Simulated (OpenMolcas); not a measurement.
# Pd6+: effect of the basis set

```
Program             : OpenMolcas
Method              : MS-CASPT2, IPEA 0.25 Eh, imaginary shift 0.1 Eh (closed shells correlated: 4s 4p)
Active space        : 4 electrons in 10 orbitals (4d 5d)
State averaging     : 2S+1 = 5 even, 5 roots; 2S+1 = 3 even, 45 roots; 2S+1 = 1 even, 49 roots
Spin-orbit coupling : state interaction with AMFI integrals over the reference wave functions, term energies averaged over their components
```

A. ANO-R2 [7s5p4d2f1g], X2C, finite nucleus; CASPT2 step roughly 17 core-minutes
B. ANO-RCC-VTZP [7s6p4d2f1g], DKH2, point nucleus; CASPT2 step roughly 17 core-minutes
C. ANO-RCC-VQZP [8s7p5d3f2g1h], DKH2, point nucleus; CASPT2 step about 23 core-minutes

Energies in cm⁻¹ above 4d⁴ ⁵D₀.

| Level | A | B | C |
| --- | --- | --- | --- |
| 4d⁴ ⁵D₀ | 0.0 | 0.0 | 0.0 |
| 4d⁴ ⁵D₁ | 957 | 973 | 892 |
| 4d⁴ ⁵D₂ | 2410 | 2440 | 2270 |
| 4d⁴ ⁵D₃ | 4100 | 4150 | 3880 |
| 4d⁴ ⁵D₄ | 5920 | 5980 | 5640 |
| 4d⁴ ³P₀(1) | 19960 | 19960 | 20120 |
| 4d⁴ ³H₄ [72 %] | 21980 | 22020 | 21920 |
| 4d⁴ ³P₁(1) | 24080 | 24130 | 24090 |
| 4d⁴ ³H₅ | 24240 | 24310 | 24030 |
| 4d⁴ ³F₂(1) | 25830 | 25870 | 25790 |
| 4d⁴ ³H₆ | 25880 | 25970 | 25600 |
| 4d⁴ ³F₄(1) [57 %] | 26910 | 26990 | 26740 |
| 4d⁴ ³P₂(1) | 29030 | 29120 | 28920 |
| 4d⁴ ³G₄ [63 %] | 30190 | 30280 | 30020 |
| 4d⁴ ³G₅ | 31850 | 31960 | 31550 |
| 4d⁴ ³D₃ | 34350 | 34400 | 34330 |
| 4d⁴ ³D₂ [75 %] | 35240 | 35310 | 35170 |
| 4d⁴ ³D₁ | 35970 | 36040 | 35870 |
| 4d⁴ ¹I₆ | 36700 | 36840 | 36350 |
| 4d⁴ ¹G₄(1) | 39350 | 39510 | 39050 |
| 4d⁴ ¹S₀ | 41540 | 41600 | 41470 |
| 4d⁴ ¹D₂(1) | 44980 | 45090 | 44930 |
| 4d⁴ ¹F₃ | 48460 | 48580 | 48450 |
| 4d⁴ ³P₂(2) | 55100 | 55170 | 55370 |

Among A to C the level of the table that moves most is 4d⁴ ¹I₆, by 490 cm-1 (lowest in C, highest in B). Moves below CASPT2's spread within the term are not significant.

CASPT2 does not keep the components of a term degenerate, so their means are used; among the terms shown or strongly mixed into the levels shown the widest spread is 1100 cm-1 (4d⁴ ¹I, A). Active for correlation alone: 5d; no level in the range computed is led by a configuration that fills it, so any true level of that kind is missing. The CASPT2 spread within a term exceeds the gap to the next term for 4d⁴ ³D and 4d⁴ ¹I, 4d⁴ ¹I and 4d⁴ ¹G(1), so the order of their levels is uncertain. Levels of configurations outside the active space are missing. The table leaves out levels that lie high or whose names do not pair safely across all columns.

A share in square brackets marks a mixed level and gives the weight of the term that names it, the lowest over the columns. A number in round brackets counts repeated terms of one configuration in the order of the reference energies.
